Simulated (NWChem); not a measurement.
# C₅H₇F; SMILES C=CC(F)C=C

```xyz
13

C     -0.9528     0.1894     2.1445
C     -0.1599    -0.4166     1.2460
C      0.3685     0.2384     0.0000
F      1.7705     0.1239     0.0000
C     -0.1599    -0.4166    -1.2460
C     -0.9528     0.1894    -2.1445
H     -1.2569     1.2427     2.0227
H     -1.3326    -0.3413     3.0311
H      0.1379    -1.4720     1.3804
H      0.1099     1.3216     0.0000
H      0.1379    -1.4720    -1.3804
H     -1.2569     1.2427    -2.0227
H     -1.3326    -0.3413    -3.0311
```
Atoms are numbered in this order, from 1.

Computed with NWChem. Pople sets run with spherical d functions. The geometry was optimised at PBE-D3(BJ)/def2-SVP. B3LYP is NWChem's, with the RPA form of VWN correlation. Total energies compare along this basis series because the functional is fixed.

```csv
level,basis functions,energy (Ha),highest occupied level (eV),orbital gap (eV),dipole (D)
B3LYP/STO-3G,37,-290.6801,-4.77,7.06,0.93
B3LYP/3-21G,68,-292.9202,-7.18,6.71,1.85
B3LYP/6-31G*,98,-294.5199,(withheld),(withheld),(withheld)
B3LYP/6-31+G*,122,-294.5432,-7.40,6.28,2.15
B3LYP/6-311G**,150,-294.6144,-7.35,6.43,1.92
B3LYP/6-311++G**,181,-294.6235,-7.48,6.26,2.16
```

### Question
Complete the blanks.

### Answer

- B3LYP/6-31G*, highest occupied level (eV): -7.07
- B3LYP/6-31G*, orbital gap (eV): 6.53
- B3LYP/6-31G*, dipole (D): 1.78
